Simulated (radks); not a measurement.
Values are calculated unless marked as measured or tabulated.
Dy5+, 61 electrons, occupied as [Kr] 4d10 4f8 5s2 5p5. Level of theory: Dirac Kohn-Sham, PBE, spin-unpolarised, spherical densities, finite nucleus; open shells fill j = l - 1/2 first; Fermi nuclear charge, rms radius 5.2218 fm (a radial shooting solver on a logarithmic mesh with Libxc functionals).

Unscreened Slater integrals over Kohn-Sham orbitals (hartree). Large and small components are both included. Empty in this configuration: 5d3/2.

\begin{tabular}{lr}
integral & value \\ \hline
F0(4f7/2,4f7/2) & 1.2196 \\
F2(4f7/2,4f7/2) & 0.58428 \\
F4(4f7/2,4f7/2) & 0.36741 \\
F6(4f7/2,4f7/2) & 0.26455 \\
F0(4f7/2,4f5/2) & 1.2262 \\
F2(4f7/2,4f5/2) & 0.58748 \\
F4(4f7/2,4f5/2) & 0.36945 \\
G2(4f7/2,4f5/2) & 0.58599 \\
G4(4f7/2,4f5/2) & 0.36855 \\
G6(4f7/2,4f5/2) & 0.26539 \\
F0(4f7/2,5p3/2) & 0.76264 \\
F2(4f7/2,5p3/2) & 0.26115 \\
G2(4f7/2,5p3/2) & 0.12489 \\
G4(4f7/2,5p3/2) & 0.099622 \\
F0(4f7/2,5p1/2) & 0.79687 \\
G4(4f7/2,5p1/2) & 0.11421 \\
F0(4f7/2,5d3/2) & 0.63080 \\
F2(4f7/2,5d3/2) & 0.17666 \\
G3(4f7/2,5d3/2) & 0.067489 \\
G5(4f7/2,5d3/2) & 0.052457 \\
F0(4f5/2,4f5/2) & 1.2329 \\
F2(4f5/2,4f5/2) & 0.59079 \\
F4(4f5/2,4f5/2) & 0.37156 \\
F0(4f5/2,5p3/2) & 0.76414 \\
F2(4f5/2,5p3/2) & 0.25930 \\
G2(4f5/2,5p3/2) & 0.12229 \\
G4(4f5/2,5p3/2) & 0.097854 \\
F0(4f5/2,5p1/2) & 0.79857 \\
G2(4f5/2,5p1/2) & 0.14275 \\
F0(4f5/2,5d3/2) & 0.63170 \\
F2(4f5/2,5d3/2) & 0.17502 \\
G1(4f5/2,5d3/2) & 0.076606 \\
G3(4f5/2,5d3/2) & 0.066155 \\
F0(5p3/2,5p3/2) & 0.63437 \\
F2(5p3/2,5p3/2) & 0.34532 \\
F0(5p3/2,5p1/2) & 0.65080 \\
G2(5p3/2,5p1/2) & 0.35020 \\
F0(5p3/2,5d3/2) & 0.55674 \\
F2(5p3/2,5d3/2) & 0.28757 \\
G1(5p3/2,5d3/2) & 0.35130 \\
G3(5p3/2,5d3/2) & 0.22003 \\
F0(5p1/2,5p1/2) & 0.66918 \\
F0(5p1/2,5d3/2) & 0.56660 \\
G1(5p1/2,5d3/2) & 0.33467 \\
F0(5d3/2,5d3/2) & 0.50517 \\
F2(5d3/2,5d3/2) & 0.27113 \\
\end{tabular}
